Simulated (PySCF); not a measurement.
Caution: the unrestricted state is spin-contaminated.  The multiplicity is imposed and other spin states were not computed.

Z-matrix (Å, degrees):
```
Os
Cl 1 2.2146
Cl 1 2.2148 2 128.20
Cl 1 2.2153 2 128.51 3 -179.58
```
Charge 0, spin multiplicity 2.

**Question.** Give the charge on the central atom (Mulliken), dipole moment, highest occupied spin orbital, spin population on the central atom (Mulliken) and total energy at the level BP86-D3(BJ)/def2-TZVP // BP86-D3(BJ)/def2-SVP (PySCF 2.14.0).

**Answer.** 
The charge on the central atom (Mulliken) is 0.54 e and the dipole moment is 0.33 D. The highest occupied spin orbital comes out as -5.76 eV and the spin population on the central atom (Mulliken) comes out as 0.87. The total energy is -1471.6750 Ha.
